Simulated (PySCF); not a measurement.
**Assigning NMR signals**

Atoms are numbered as in `[CH3:1][C:2]1=[CH:3][CH:4]=[C:5]([CH3:6])[CH2:7]1`. Each H is labelled by its parent atom.

All values are calculated (PySCF 2.14): geometry from GFN2-xTB, NMR shieldings at PBE0/pcSseg-1/GIAO. Non-relativistic Hamiltonian, equivalent nuclei averaged, one conformer, no solvent.

Shifts are taken against calculated references (same method and geometry level): TMS for 13C and 1H.

Task: Assign these signals to the numbered atoms. 13C{1H} NMR (computed): δ 151.2, 135.2, 51.1, 19.6.

Result: 
```tsv
δ (ppm)	atoms	environment	reason
151.2	C2/C5	fully substituted alkene carbon	as expected for a trigonal carbon in a double bond
135.2	C3/C4	alkene CH	as expected for a trigonal carbon in a double bond
51.1	C7	allylic sp3 CH2	a saturated carbon with 2 carbon neighbours and no heteroatom attached
19.6	C1/C6	allylic methyl carbon	saturated and bonded to C and H only
```

Task: Assign these signals to the numbered atoms. 1H NMR (300 MHz, computed): δ 6.22 (s, 2H), 2.64 (s, 2H), 2.17 (s, 6H).

Result: 
6.22 → H(C3)/H(C4), hydrogen on an alkene CH: olefinic region
2.64 → H(C7), hydrogen on an allylic sp3 CH2: allylic position
2.17 → H(C1)/H(C6), hydrogen on an allylic methyl carbon: allylic position

Shifts are as computed. Against solution values, carbons near 30 ppm lie about +3 ppm off and those near 130 ppm about +5 ppm. Of 1211 compounds with measured shifts, 218 miss one by over three times the rms of a fit or turn the order of signals round; such compounds aren't used in these exercises. No couplings were computed; multiplicities are counted from neighbouring protons, with m where these are inequivalent, close in shift, in a saturated or five-membered ring or joined by F or P, and br s for small geminal =CH2 splittings.
